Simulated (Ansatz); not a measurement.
```yaml
crystal:
  periodic: [false, false, false]
  atoms:
    - {symbol: Ge, position_ang: [-0.633873, -0.567255, 0.944437]}
    - {symbol: H, position_ang: [-1.136663, -1.728986, 1.157066]}
    - {symbol: H, position_ang: [-0.700780, 0.330582, 2.355718]}
    - {symbol: O, position_ang: [1.038962, -0.611206, 0.406315]}
    - {symbol: Ge, position_ang: [0.560478, 0.451432, -1.040681]}
    - {symbol: H, position_ang: [0.761941, -0.323736, -2.487487]}
    - {symbol: H, position_ang: [1.336718, 1.775054, -1.203168]}
    - {symbol: O, position_ang: [-1.155885, 0.550903, -0.511833]}
basis:
  gaussian: {orbitals: def2-TZVP, nuclear_model: gaussian}
hamiltonian: {xc: {name: revPBE}}
output: {forces: true}
```

```sh
$ ansatz run in.yaml --threads 4 --pin off --events-out ev --progress --plain --max-ram 3916MiB
```

Shortened log:

```
Functional definition: revPBE
1194 factors; their error is unknown
mean field evaluation 1: about -117174.5739 eV, gradient 9.2e1 eV
mean field evaluation 2: about -117054.8041 eV, gradient 2.3e2 eV
mean field evaluation 4: about -117186.5842 eV, gradient 2.0e1 eV
mean field evaluation 8: about -117187.0409 eV, gradient 1.7e-1 eV
mean field evaluation 16: about -117187.0203 eV, gradient 1.7e-4 eV
mean field -117187.02025557 eV, -4306.5435621769 hartree, gradient 7.8e-5 eV, S^2 0.000000; 0 other end points of the search recorded, 0 dependent functions left out
reference -117187.02030563 eV, -4306.5435640167 hartree; 42, 42 occupied and 140, 140 virtual orbitals, 1194 factors
Total energy: -117187.02030563 eV, -4306.5435640167 hartree
Atom 0 at    -0.633873    -0.567255     0.944437 Å, force     1.340642     8.266818     1.195291 eV/Å
Atom 1 at    -1.136663    -1.728986     1.157066 Å, force    -3.355535    -7.089089     0.820419 eV/Å
Atom 2 at    -0.700780     0.330582     2.355718 Å, force    -0.108910    -0.654560    -1.190526 eV/Å
Atom 3 at     1.038962    -0.611206     0.406315 Å, force     1.155449     0.310510    -1.124305 eV/Å
Atom 4 at     0.560478     0.451432    -1.040681 Å, force     1.193942    -0.541505    -2.141294 eV/Å
Atom 5 at     0.761941    -0.323736    -2.487487 Å, force    -0.232878     0.357346     1.104054 eV/Å
Atom 6 at     1.336718     1.775054    -1.203168 Å, force     0.018417     0.249239     0.338770 eV/Å
Atom 7 at    -1.155885     0.550903    -0.511833 Å, force    -0.011126    -0.898759     0.997593 eV/Å
Dipole moment:    -0.046268    -0.124540     0.015194 e Å
```

Run time 1 s (4 threads of Intel Xeon 6975P-C on a shared host).
